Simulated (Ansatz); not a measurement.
`C[O][Sn][Br]` + H₂O → `[OH][Sn][Br]` + CH₃OH at 500 K and 1 bar (formal hydrolysis of the Sn–O bond).

Isolated molecules relaxed with PBE0-D4/def2-TZVP in Ansatz; ΔE leaves out vibrations. CCSD(T)/CBS is the MP2 limit (def2-TZVPP, def2-QZVPP) plus CCSD(T) − MP2 in def2-TZVPP, frozen cores. This one scheme is used for every species. def2 core potentials past Kr. For Br, Sn outer-core shells are correlated without core-valence functions, which leaves a few kJ/mol of doubt a bond. Scalar relativity is left out up to krypton. One conformer a species, not always the lowest.

```csv
species,CCSD(T)/CBS energy (Eh),H − E (kJ/mol),S (J/(mol·K))
`C[O][Sn][Br]`,-2902.45238,147.4,402.5
H₂O,-76.37941,73.2,206.3
`[OH][Sn][Br]`,-2863.20849,63.6,350.5
CH₃OH,-115.61712,157.0,265.4
```

H − E and S are ideal-gas, rigid-rotor, harmonic terms from PBE0-D4/def2-TZVP, for one conformer and one mirror image of each species. 1 Eh = 2625.50 kJ/mol, R = 8.31446 J/(mol·K).

By hand: ΔE, ΔH, ΔS and ΔG.

ΔE = (-2863.20849) + (-115.61712) − (-2902.45238) − (-76.37941) = 0.00618 Eh = 16.2 kJ/mol. Δ(H − E) = 63.6 + 157.0 − 147.4 − 73.2 = 0.0, so ΔH = 16.2 kJ/mol. ΔS = 350.5 + 265.4 − 402.5 − 206.3 = 7.1 J/(mol·K). ΔG = 16.2 − 500 × (7.1)/1000 = 12.6 kJ/mol.

By hand: the equilibrium constant, and the temperature at which ΔG would vanish if ΔH and ΔS stayed fixed.

log₁₀ K = −ΔG/(RT ln 10) = -1.3. ΔG = 0 at ΔH/ΔS = 2282 K, though so small a ΔS makes that figure unsure.

The number of gas molecules stays the same, so ΔS is small and ΔH decides. A doubt of 5 kJ/mol in ΔE shifts log₁₀ K by 0.5 here. Other conformers and mirror images would add mixing entropy, several J/(mol·K) or more a flexible species. These are equilibria of isolated gas molecules and say nothing of rates. Largest T1 diagnostic: 0.015 (customary marks: 0.02 for closed shells, 0.045 for open ones).
